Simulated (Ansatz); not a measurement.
`C=N[SiH](N)O` and `N[SiH2][SiH](N)O` differ in one atom or group.

Ansatz, PBE0-D4/def2-TZVP geometries, multiplicity 1. Each molecule was computed in one conformer, which needn't be the lowest.

| property | `C=N[SiH](N)O` |
| --- | --- |
| LUMO energy (PBE/def2-TZVPP) / eV | -1.85 |
| size of the dipole moment (PBE/def2-TZVPP) / D | 1.59 |
| HOMO–LUMO gap (ωB97M-V/def2-TZVPP) / eV | 10.80 |
| size of the dipole moment (ωB97M-V/def2-TZVPP) / D | 1.55 |
| HOMO energy (B3LYP/def2-TZVPP) / eV | -6.76 |
| HOMO–LUMO gap (B3LYP/def2-TZVPP) / eV | 5.77 |

Problem. Give the same properties after the change, and the shifts. (An estimate is asked.)

Solution. Computed: 
| property | `N[SiH2][SiH](N)O` | shift |
| --- | --- | --- |
| LUMO energy (PBE/def2-TZVPP) / eV | -1.10 | 0.75 |
| size of the dipole moment (PBE/def2-TZVPP) / D | 2.96 | 1.37 |
| HOMO–LUMO gap (ωB97M-V/def2-TZVPP) / eV | 10.56 | -0.24 |
| size of the dipole moment (ωB97M-V/def2-TZVPP) / D | 2.95 | 1.40 |
| HOMO energy (B3LYP/def2-TZVPP) / eV | -6.93 | -0.17 |
| HOMO–LUMO gap (B3LYP/def2-TZVPP) / eV | 6.42 | 0.65 |

With PBE0 the HOMO falls by 0.15 eV and the LUMO rises by 0.46 eV, so the gap widens by about 0.61 eV. PBE moves the HOMO by -0.29 eV and ωB97M-V by 0.07 eV. Dipoles are sizes alone; their direction can turn.

B3LYP here is the variant with VWN-RPA as its local correlation; programs differ in this.
